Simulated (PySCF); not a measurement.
C3H8N, SMILES [CH2]NCC, multiplicity 2. Coordinates come from a PBE-D3(BJ)/def2-SVP optimisation. The isomer is the one that the SMILES or the coordinates give; other isomers of the formula were not compared. One conformer was computed; it need not be the lowest.

Computed equilibrium geometry at PBE-D3(BJ)/def2-SVP (PySCF confirms it by a frequency run) as Cartesian coordinates in Å (one conformer of several):
```xyz
12

C      1.8459     0.5464     0.1482
N      0.4810     0.4212     0.3777
C     -0.3510    -0.3350    -0.5402
C     -1.7502    -0.5572     0.0238
H      2.3537    -0.3449    -0.2536
H      2.4019     1.1949     0.8413
H      0.0272     1.2692     0.7311
H     -0.4161     0.1539    -1.5466
H      0.1491    -1.3135    -0.7137
H     -1.7070    -1.0893     0.9953
H     -2.3696    -1.1517    -0.6765
H     -2.2746     0.4082     0.1884
```
Charge 0, spin multiplicity 2.
